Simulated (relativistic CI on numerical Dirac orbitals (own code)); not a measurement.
## Cu XIII: q coefficients and field-shift factors

Computed by Dirac-Coulomb-Breit CI, orbitals from a KLI potential per configuration, derivatives by finite differences, unscaled Slater integrals, QED left out (own radial code, finite nucleus).

Configuration list (outside the closed core [Ne]): 3s2 3p5, 3s 3p6, 3s2 3p4 3d, 3s 3p5 3d, 3p6 3d, 3s 3p4 3d2, 3p5 3d2, 3p4 3d3. Double excitations out of closed p, d and f shells are left out; levels of such configurations are missing from the list, as are those of other unlisted configurations, and high levels can miss mixing partners.

With x = (α/α₀)² − 1 an excitation energy changes as ω = ω₀ + qx; K = 2q/ω₀ is the relative enhancement. Terms are leading LS components, so labels can repeat. The field-shift factor is F = δν/δ⟨r²⟩ for the transition from the lowest level.

Lowest level 3s2 3p5 2P°_3/2.

```csv
Level,ω₀ (cm⁻¹),q (cm⁻¹),F (GHz/fm²)
3s2 3p5 2P°_1/2,28534,29240,-0.111
3s 3p6 2S_1/2,339405,34600,-19.9
3s2 3p4 3d 4D_5/2,464258,13760,0.358
3s2 3p4 3d 4D_7/2,465188,16410,0.372
3s2 3p4 3d 4D_3/2,466222,15150,0.343
3s2 3p4 3d 4D_1/2,469438,19510,0.329
3s2 3p4 3d 4F_9/2,501433,9737,0.446
3s2 3p4 3d 2P_1/2,503035,17200,0.3
3s2 3p4 3d 4F_7/2,509531,14920,0.396
3s2 3p4 3d 2P_3/2,515832,23130,0.279
3s2 3p4 3d 4F_5/2,517733,27690,0.341
3s2 3p4 3d 4F_3/2,518506,21030,0.298
3s2 3p4 3d 4P_1/2,519697,14880,0.197
3s2 3p4 3d 2D_3/2,523249,24580,0.318
3s2 3p4 3d 4P_3/2,531274,31880,0.26
3s2 3p4 3d 2F_7/2,531984,19450,0.382
3s2 3p4 3d 4P_5/2,533161,25340,0.272
3s2 3p4 3d 2D_5/2,538419,34040,0.253
3s2 3p4 3d 2G_7/2,550165,29770,0.361
3s2 3p4 3d 2G_9/2,551759,32570,0.404
3s2 3p4 3d 2F_5/2,552795,33710,0.295
3s2 3p4 3d 2F_5/2,584009,23350,0.319
3s2 3p4 3d 2F_7/2,591571,31380,0.305
```

At this charge energies of transitions that change n are usually good to better than 1 %, and those within a shell (Δn = 0) to a few per cent.

Question: Which transition from the lowest level has the largest |K|?

Answer: 3s2 3p5 2P°_1/2 at 28534 cm⁻¹, K = 2.05.
